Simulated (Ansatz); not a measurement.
An input meant for `CO[Si](CCC(F)(F)C(F)(F)C(F)(F)C(F)(F)F)(OC)OC` (charge 0, singlet).

```yaml
crystal:
  periodic: [false, false, false]
  atoms:
    - {symbol: C, position_ang: [-3.812655, 1.129943, -0.025538]}
    - {symbol: O, position_ang: [-2.854151, 0.100534, -0.194307]}
    - {symbol: Si, position_ang: [-1.807612, -0.459213, 0.975252]}
    - {symbol: C, position_ang: [-0.251056, 0.569322, 1.129260]}
    - {symbol: C, position_ang: [0.579797, 0.549935, -0.159370]}
    - {symbol: C, position_ang: [1.849443, 1.371772, -0.032446]}
    - {symbol: F, position_ang: [1.545739, 2.663021, 0.318665]}
    - {symbol: F, position_ang: [2.659523, 0.872174, 0.949909]}
    - {symbol: C, position_ang: [2.704151, 1.493183, -1.334457]}
    - {symbol: F, position_ang: [1.981811, 2.189815, -2.251624]}
    - {symbol: F, position_ang: [3.830273, 2.195410, -1.043681]}
    - {symbol: C, position_ang: [3.123405, 0.138631, -1.987627]}
    - {symbol: F, position_ang: [2.044714, -0.384620, -2.628000]}
    - {symbol: F, position_ang: [3.524423, -0.734264, -1.029974]}
    - {symbol: C, position_ang: [4.280065, 0.258798, -3.031453]}
    - {symbol: F, position_ang: [5.448017, 0.495287, -2.418541]}
    - {symbol: F, position_ang: [4.026788, 1.251820, -3.900685]}
    - {symbol: F, position_ang: [4.375443, -0.896445, -3.710418]}
    - {symbol: O, position_ang: [-1.282922, -1.964478, 0.488823]}
    - {symbol: C, position_ang: [-2.139835, -3.008103, 0.051240]}
    - {symbol: O, position_ang: [-2.698373, -0.488986, 2.391866]}
    - {symbol: C, position_ang: [-2.208767, -0.899867, 3.653950]}
    - {symbol: H, position_ang: [-4.534253, 1.084629, -0.867225]}
    - {symbol: H, position_ang: [-4.373787, 1.021079, 0.928258]}
    - {symbol: H, position_ang: [-3.339634, 2.139099, -0.036930]}
    - {symbol: H, position_ang: [0.358984, 0.185805, 1.974454]}
    - {symbol: H, position_ang: [-0.532453, 1.610491, 1.392579]}
    - {symbol: H, position_ang: [0.855711, -0.489934, -0.422144]}
    - {symbol: H, position_ang: [-0.001094, 0.953020, -1.013532]}
    - {symbol: H, position_ang: [-1.515603, -3.831371, -0.352107]}
    - {symbol: H, position_ang: [-2.753793, -3.414383, 0.886344]}
    - {symbol: H, position_ang: [-2.830710, -2.662088, -0.748336]}
    - {symbol: H, position_ang: [-3.050762, -0.910550, 4.376363]}
    - {symbol: H, position_ang: [-1.769855, -1.922955, 3.621849]}
    - {symbol: H, position_ang: [-1.431002, -0.206489, 4.049612]}
basis:
  gaussian: {orbitals: "6-31G*"}
hamiltonian: {xc: {name: B3LYP}}
multiplicity: 3
```

```sh
$ ansatz run in.yaml --threads 2 --pin off --events-out ev --progress --plain --max-ram 32768MiB --backend cuda --devices 0, --max-vram 18GiB
```

It prints (some lines left out):

```
Error: YAML parse error: error: line 42 column 1: unknown field `multiplicity`, expected one of crystal, accuracy, basis, kpoints, hamiltonian, magnetization, projection, total_charge, correlation, batch, efield, external_charges, scf, relax, neb, saddle, md, ramp, phonons, dielectric, real_time, elastic, magnetic_configurations, gw, evaluate, workflow, output, checkpoint, execution
40 |   gaussian: {orbitals: "6-31G*"}
41 | hamiltonian: {xc: {name: B3LYP}}
42 | multiplicity: 3
```

**Question.** Something in this input is off. What?

**Answer.** The input holds a key that doesn't belong there (the spin goes under magnetization). The program refused the input.
